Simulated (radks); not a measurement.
Values are calculated unless marked as measured or tabulated.
Q: The mean radii <r> (bohr) of the occupied orbitals of an atom or ion are listed with their occupations. Code: a radial shooting solver on a logarithmic mesh with Libxc functionals. Model: scalar-relativistic Kohn-Sham, SCAN, spin-polarised, spherical densities, finite nucleus; meta-GGA in the generalised Kohn-Sham scheme; Fermi nuclear charge, rms radius of each element as measured or else 0.836 A^(1/3) + 0.57 fm.

| orbital | occ. | <r> |
|---|---|---|
| 1s | 2 | 0.01715 |
| 2s | 2 | 0.07170 |
| 2p | 6 | 0.06453 |
| 3s | 2 | 0.1753 |
| 3p | 6 | 0.1735 |

Name the element and its charge. Open shells, if any, are filled with parallel spins first.

A: Z = 78, platinum, charge +60: Pt60+ in [Ar]. The 1s radius gives Z: for a bare nucleus <r> = (2 gamma + 1)/(2Z) with gamma = sqrt(1 - (Z/c)^2), 0.01695 bohr for Z = 78, and screening makes it slightly larger (0.01715 here). The occupations add up to 18, and the charge is Z minus that.
